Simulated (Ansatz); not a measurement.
Molecule: C$_{3}$H$_{13}$N$_{3}$Si (charge 0, singlet). SMILES: CN[SiH](NC)NC
Geometry from a B3LYP-D3(BJ)/def2-TZVP (Ansatz, a quantum-chemistry and plane-wave program) optimisation:
```xyz
20

C      2.8801     0.0349    -0.1058
N      1.5969    -0.4133    -0.6212
Si     0.0915    -0.2203     0.1893
N     -0.8119     1.2400     0.1114
C     -0.6203     2.3929     0.9744
N     -0.9094    -1.4151    -0.5249
C     -2.3419    -1.5762    -0.3357
H      2.8398     0.0678     0.9842
H      3.1637     1.0356    -0.4544
H      3.6823    -0.6565    -0.3794
H      1.5819    -0.5104    -1.6256
H      0.4524    -0.3181     1.6287
H     -1.2927     1.4570    -0.7489
H     -1.5748     2.8575     1.2388
H      0.0193     3.1652     0.5303
H     -0.1477     2.0727     1.9044
H     -0.4462    -2.2580    -0.8275
H     -2.8402    -1.8483    -1.2713
H     -2.7668    -0.6322     0.0040
H     -2.5900    -2.3388     0.4119
```

Wanted: vertical ionisation energy (to the doublet state of charge +1; each state is the SCF solution reached for its spin; the UHF <S^2> is 0.86 for the doublet (pure: 0.75); for the doublet the Hartree-Fock reference is unstable and T1 is 0.019), in eV. Cores are frozen in the correlated levels unless marked. UHF or UKS for open shells. Spin-orbit coupling is left out. Non-relativistic.  The program attaches cautions to a run behind CCSD/aug-cc-pV(D+d)Z: other roots. The program attaches cautions to a run behind CCSD(T)/aug-cc-pV(D+d)Z: other roots.

```json
[
 {"level": "HF/aug-cc-pV(T+d)Z", "program": "Ansatz", "vertical ionisation energy (eV)": "7.40"},
 {"level": "SVWN5/def2-TZVPD", "program": "Ansatz", "vertical ionisation energy (eV)": "7.68"},
 {"level": "PBE/def2-TZVPD", "program": "Ansatz", "vertical ionisation energy (eV)": "7.52"},
 {"level": "r2SCAN/def2-TZVPD", "program": "Ansatz", "vertical ionisation energy (eV)": "7.65"},
 {"level": "B3LYP/def2-TZVPD", "program": "Ansatz", "vertical ionisation energy (eV)": "7.94"},
 {"level": "PBE0/def2-TZVPD", "program": "Ansatz", "vertical ionisation energy (eV)": "7.97"},
 {"level": "BHLYP/def2-TZVPD", "program": "Ansatz", "vertical ionisation energy (eV)": "8.17"},
 {"level": "CAM-B3LYP/def2-TZVPD", "program": "Ansatz", "vertical ionisation energy (eV)": "8.26"},
 {"level": "wB97M-V/def2-TZVPD", "program": "Ansatz", "vertical ionisation energy (eV)": "8.38"},
 {"level": "wB97X-V/def2-TZVPD", "program": "Ansatz", "vertical ionisation energy (eV)": "8.38"},
 {"level": "B2PLYP/def2-TZVPD", "program": "Ansatz", "vertical ionisation energy (eV)": "8.11"},
 {"level": "RI-MP2/aug-cc-pV(T+d)Z", "program": "Ansatz", "vertical ionisation energy (eV)": "8.88"},
 {"level": "CCSD/aug-cc-pV(D+d)Z", "program": "Ansatz", "vertical ionisation energy (eV)": "8.27"},
 {"level": "CCSD(T)/aug-cc-pV(D+d)Z", "program": "Ansatz", "vertical ionisation energy (eV)": "8.22"}
]
```
